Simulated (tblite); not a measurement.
Compound: C₅H₃FO₂.
Atom-mapped SMILES: `[O:1]=[C:2]([F:3])[c:4]1[cH:5][cH:6][o:7][cH:8]1` (hydrogens: H9 on C5; H10 on C6; H11 on C8)

Cartesian coordinates in Å at the GFN2-xTB level; atoms count from 1:
```xyz
11
C5H3FO2 angstrom
O      2.3816   -1.2292    0.6185
C      1.8351   -0.2864    0.1589
F      2.5904    0.7515   -0.3301
C      0.4230   -0.0114    0.0086
C     -0.6543   -0.8610    0.4044
C     -1.7857   -0.1927    0.0683
O     -1.4888    0.9930   -0.4996
C     -0.1683    1.1051   -0.5372
H     -0.5635   -1.8201    0.8680
H     -2.8232   -0.4397    0.1743
H      0.2591    1.9934   -0.9601
```

All values are computed: GFN2-xTB (tblite) harmonic vibrations without scaling, gas phase. This tight-binding method is rough: wavenumbers can miss measured ones by several per cent, in bad cases by 10 to 20. One conformer, not necessarily the lowest.

Harmonic wavenumbers (cm⁻¹): 71.0, 159.6, 179.2, 401.8, 496.9, 571.0, 607.9, 676.5, 711.2, 783.3, 797.0, 840.8, 853.9, 899.5, 1010.9, 1043.7, 1072.4, 1148.4, 1204.2, 1279.5, 1374.0, 1478.0, 1551.7, 1845.0, 3171.9, 3177.4, 3209.3.

A = 5258, B = 1546, C = 1195 MHz; mass 114.012 u (most abundant isotopes); point group Cs, symmetry number 1.

Problem. Zero-point energy?

Solution. ½Σν̃ = 15308 cm⁻¹ = 183.13 kJ/mol.

Problem. Give the ideal-gas entropy at 500 K and 1 bar in the rigid-rotor, harmonic-oscillator model (classical rotation).

Solution. Translation 178.67, rotation 123.16, vibration 106.19: S = 408.0 J/(mol K).

Problem. And Cp and H(500 K) − H(0)?

Solution. Cp = 154.21 J/(mol K), of which vibrations give 120.95 (their classical limit is 27 R = 224.5); H(500 K) − H(0) = 45.93 kJ/mol without the zero-point energy, 29.30 from vibrations.

Problem. Which modes carry the vibrational entropy at 500 K?

Solution. 71.0 cm⁻¹: 21.53; 159.6 cm⁻¹: 14.86; 179.2 cm⁻¹: 13.91; 401.8 cm⁻¹: 7.56; 496.9 cm⁻¹: 6.02; 571.0 cm⁻¹: 5.06 J/(mol K); the other 21 give 37.25 together.

Problem. What must be added to the electronic energy to get the Gibbs energy at 500 K and 1 bar?

Solution. ZPE + [H(500 K) − H(0)] − T·S = 183.13 + 45.93 − 204.01 = 25.05 kJ/mol.

Hindered rotation and anharmonicity are outside this model. Other conformers, if any are populated, would add a mixing term that is left out.
